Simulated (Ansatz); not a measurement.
Reaction (redistribution): `F[Si](F)(F)[SiH](Cl)Cl` + `NC[SeH]` → `F[Si](F)(F)[SeH]` + `NC[SiH](Cl)Cl`

Computed with Ansatz on PBE0-D4/def2-TZVP structures; ΔE is electronic, products minus reactants. CCSD(T)/CBS adds triple-zeta CCSD(T) − MP2 to the extrapolated MP2 energy (def2 sets, frozen cores). DFT in def2-TZVPP. For Se outer-core shells are correlated without core-valence functions, which leaves a few kJ/mol of doubt a bond. Scalar relativity is left out up to krypton. One conformer a species, not always the lowest.

Problem. Is it downhill or uphill in electronic energy at CCSD(T)/CBS, and by how much? (Estimate.)

Solution. Ansatz gave: Downhill: ΔE = -1.27 eV.

Problem. What do these levels give: PBE-D4, ωB97X-V, SCS-MP2/def2-TZVPP, CCSD/def2-TZVPP, HF/def2-QZVPP, SCS-MP2/def2-QZVPP? (Best estimate.)

Solution. Ansatz gave: PBE-D4 -1.13, ωB97X-V -1.23, SCS-MP2/def2-TZVPP -1.25, CCSD/def2-TZVPP -1.23, HF/def2-QZVPP -1.25, SCS-MP2/def2-QZVPP -1.27 eV.

Largest T1 diagnostic among the species: 0.011.

From PBE to PBE0 (25 % exact exchange), in def2-TZVPP and without D4, ΔE moves by −0.07 eV.
